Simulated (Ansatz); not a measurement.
Geometry optimisation, UKS BHLYP/def2-SVP (Ansatz).

input.yaml

```yaml
crystal:
  periodic: [false, false, false]
  atoms:
    - { symbol: Al, position_ang: [0.028929, -0.819849, -0.655255] }
    - { symbol: F, position_ang: [0.335344, -0.58337, 2.206676] }
    - { symbol: Cl, position_ang: [1.722743, 0.43665, -0.919717] }
    - { symbol: "N", position_ang: [-1.548376, -0.059722, -0.8814] }
    - { symbol: H, position_ang: [-2.436579, -0.526478, -0.801124] }
    - { symbol: H, position_ang: [-1.68361, 0.93256, -1.023323] }
    - { symbol: O, position_ang: [-0.571467, 0.055315, 2.938345] }
    - { symbol: H, position_ang: [-0.336284, -0.236206, 3.827897] }
magnetization:
  spin_polarized: true
  initial_magnetization: 1
basis:
  gaussian: { orbitals: def2-SVP }
hamiltonian:
  xc: { name: BHLYP }
relax:
  f_tol: 0.03
  max_steps: 50
```

Launched with:

```bash
$ ansatz run input.yaml --threads 4 --pin off --max-ram 5120MiB --backend cpu --events-out ev --progress --plain --runs-dir out
```

**Question.** Where does it end, and by what steps?

**Answer.** It converged. After 34 steps the energy has fallen by 6.024 eV; F2 moved furthest, 1.87 Å. Parted: F2–O7. Joined: Al1–F2, Al1–O7.

```tsv
step	energy less start (eV)	largest force component (eV/Å)	accepted
0	0.0000	1.899	yes
2	-0.0608	1.231	no
4	-0.1056	0.276	yes
6	-0.1104	0.100	yes
8	-0.1123	0.085	yes
10	-0.1171	0.106	yes
12	-0.1327	0.733	yes
14	-0.2787	2.272	yes
16	-3.9931	3.341	yes
18	-5.0702	1.293	yes
20	-5.4211	1.560	yes
22	-5.7635	0.787	yes
24	-5.8140	1.480	no
26	-5.8837	0.275	yes
28	-5.9631	0.890	yes
30	-6.0159	0.299	yes
32	-6.0236	0.053	yes
34	-6.0241	0.010	yes
```

```xyz
8
Properties=species:S:1:pos:R:3
Al -0.360 -0.443 0.615
F -0.135 -2.011 1.102
Cl 1.562 0.658 0.444
N -1.625 -0.069 -0.537
H -2.275 -0.749 -0.895
H -1.802 0.832 -0.949
O -0.213 0.643 2.100
H 0.359 0.338 2.813
```

The run took 89 s on 4 threads of Arm Neoverse V1, on a shared host, peak memory 0.28 GiB.
